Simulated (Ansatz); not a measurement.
Energy needed to pull apart CSiZn, closed shell, into free ground-state atoms, from the structure below (displaced at random from a GFN2-xTB minimum); no zero-point or spin–orbit terms; open-shell atoms are treated unrestricted, in their ground-state multiplicity.

| atom | x (Å) | y (Å) | z (Å) |
| --- | --- | --- | --- |
| C1 | 0.3629 | 0.7370 | 0.3104 |
| Si2 | -1.0405 | 0.3281 | -0.5679 |
| Zn3 | 0.7277 | -1.0402 | 0.2333 |

Ansatz 0.2.0; basis: def2-TZVPP; cores frozen in the correlated methods. The 3s and 3p shells of Cu and Zn are frozen; filled d shells are correlated. B3LYP uses VWN-RPA correlation.

```csv
method,atomization energy (kcal/mol)
PBE-D4,152.6
r2SCAN-D4,144.1
PBE0-D4,140.6
B3LYP-D4,132.4
HSE06-D4,141.2
wB97M-V,138.0
HF,?
MP2,149.5
CCSD,?
CCSD(T),133.7
```

**Question.** What does CCSD give? (An estimate is asked for; the value comes from the calculation.)

**Answer.** Computed: 120.2 kcal/mol, which is about 13.4 kcal/mol less than CCSD(T)/def2-TZVPP.

**Question.** What does HF give? (Judge from chemistry; the value comes from the calculation.)

**Answer.** The calculation gives: 49.0 kcal/mol, which is about 84.7 kcal/mol less than CCSD(T)/def2-TZVPP.

In triple zeta the MP2 and coupled-cluster atomization energies are still short of their basis limit by a few kcal/mol a bond, whereas those of the functionals are nearly converged, so these differences are not deviations from converged CCSD(T).

T1 diagnostic: at most 0.039. The T1 diagnostic is large here, which may signal multireference character or strong orbital relaxation, so CCSD(T) is less sure. The restricted Hartree–Fock reference is unstable towards an unrestricted one here.

For scale, one of the runs: CCSD(T)/def2-TZVPP forces, 137 basis functions (an equivalent command: `ansatz run in.yaml --threads 4`). The run took 29 s on 4 CPU threads (shared host), with 1.2 GiB of host memory at its peak.
